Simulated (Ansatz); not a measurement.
C$_{2}$H$_{6}$N, doublet (typed; the unrestricted solution is spin-contaminated), geometry from GFN2-xTB, with bond 5-1 at 1.8 times its length; B3LYP/STO-3G (Ansatz, a first-principles code).

Ansatz was given this input:
Ansatz 0.2 input:
```yaml
crystal:
  periodic: [false, false, false]
  atoms:
    - {symbol: C, position_ang: [1.23129600, -0.25669769, -0.09655273]}
    - {symbol: C, position_ang: [-0.05799116, 0.17393746, 0.49940779]}
    - {symbol: N, position_ang: [-1.20100732, 0.14966202, -0.31016964]}
    - {symbol: H, position_ang: [1.64723200, 0.48863493, -0.78864494]}
    - {symbol: H, position_ang: [2.55760217, -0.55432620, 1.31444612]}
    - {symbol: H, position_ang: [1.10338449, -1.18365188, -0.65721155]}
    - {symbol: H, position_ang: [-0.05524989, 0.94758192, 1.24931036]}
    - {symbol: H, position_ang: [-2.06668125, 0.26362547, 0.19896649]}
    - {symbol: H, position_ang: [-1.22959588, -0.64521633, -0.93569883]}
basis:
  gaussian:
    orbitals: STO-3G
hamiltonian:
  xc: b3lyp
magnetization: {spin_polarized: true, initial_magnetization: 1}
scf: {lower_state_search: off}
```

It wrote (shortened):

```
Functional definition: B3LYP
these checks for a lower state are left out or cut short: stability, starts, cluster_reference, orbital_swaps, neighbouring_geometries, increment
288 factors; integrals over basis functions are off by at most 3.8e-5 eV
mean field evaluation 1: about -3608.1956 eV, gradient 1.0e1 eV
mean field evaluation 2: about -3605.7467 eV, gradient 1.8e1 eV
mean field evaluation 4: about -3609.8009 eV, gradient 3.1e0 eV
mean field evaluation 8: about -3609.9720 eV, gradient 3.1e-1 eV
mean field evaluation 16: about -3609.9172 eV, gradient 2.6e-4 eV
mean field -3609.91717229 eV, -132.6620091917 hartree, gradient 4.6e-6 eV, S^2 0.923761; 0 other end points of the search recorded, 0 dependent functions left out
reference -3609.91734656 eV, -132.6620155963 hartree; 13, 12 occupied and 8, 9 virtual orbitals, 288 factors
Total energy: -3609.91734656 eV, -132.6620155963 hartree
Checks for a lower state left out: stability, starts, cluster_reference, orbital_swaps, neighbouring_geometries, increment
```
